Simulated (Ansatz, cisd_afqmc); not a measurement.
Species: GeHF, charge 0, singlet. A triplet may lie lower; no result for it is given here. GeHF (SMILES [F][GeH]).
B3LYP-D3(BJ)/def2-TZVP minimum from Ansatz (a first-principles code):
```
Ge
F 1 1.7705
H 1 1.6149 2 94.25
```
Charge 0, spin multiplicity 1.

Total energies in cc-pVDZ, 12 correlated electrons, 15 frozen orbitals. UHF or UKS for unpaired electrons; spin-orbit terms are left out. Cores are frozen in correlated methods (noble-gas shells, and filled d and f shells in the p block). No relativity. AFQMC is phaseless with a CISD trial state; ± is one standard error, without the phaseless bias. Outlying blocks are dropped, and bars are widened where a walk drifts. Over all cases where full CI ran beside it in this data, AFQMC minus full CI had a median of +0.1 mEh and passed +0.4 mEh in a tenth of the cases. The restricted determinant of HFGe ([F][GeH], singlet) is unstable towards broken spin symmetry in at least one set run.

```json
[
 {"method": "HF", "program": "Ansatz", "energy (Eh)": "-2175.35874", "minus CCSDTQ (mEh)": "293.00"},
 {"method": "MP2", "program": "Ansatz", "energy (Eh)": "-2175.62635", "minus CCSDTQ (mEh)": "25.39"},
 {"method": "CCSD", "program": "Ansatz", "energy (Eh)": "-2175.64494", "minus CCSDTQ (mEh)": "6.80"},
 {"method": "CCSD(T)", "program": "Ansatz", "energy (Eh)": "-2175.65055", "minus CCSDTQ (mEh)": "1.19"},
 {"method": "CCSDT(Q)", "program": "Ansatz", "energy (Eh)": "-2175.65182", "minus CCSDTQ (mEh)": "-0.09"},
 {"method": "CCSDTQ", "program": "Ansatz", "energy (Eh)": "-2175.65174", "minus CCSDTQ (mEh)": "0.00"},
 {"method": "AFQMC/CISD", "program": "cisd_afqmc", "energy (Eh)": "-2175.6513 ± 0.0004", "minus CCSDTQ (mEh)": "0.5 ± 0.4"}
]
```

Rough core times of Ansatz's runs on a shared machine: CCSD(T) under 20 s, CCSDT(Q) under 20 s, CCSDTQ 4 min.
